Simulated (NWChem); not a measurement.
System: ZrHOCl₂ cation; SMILES [OH][Zr+]([Cl])[Cl]

```xyz
5

Zr     0.3072    -0.3247     0.0000
Cl    -0.8853     0.2036     1.8649
Cl    -0.8853     0.2036    -1.8649
O      1.8976     0.6037     0.0000
H      2.6315     1.2363     0.0000
```
Atoms are numbered in this order, from 1.

Results from NWChem. Geometry: optimised at PBE0/def2-SVP (def2 core potentials past Kr). The spin multiplicity was typed, not searched, and may not be the lowest.

For level Hartree-Fock/STO-3G, non-relativistic:

```yaml
highest occupied level (eV): -15.89
orbital gap (eV): 13.11
```

What are these values for level Hartree-Fock/3-21G, non-relativistic?

The highest occupied level (eV) is -17.70 and the orbital gap (eV) is 11.26.
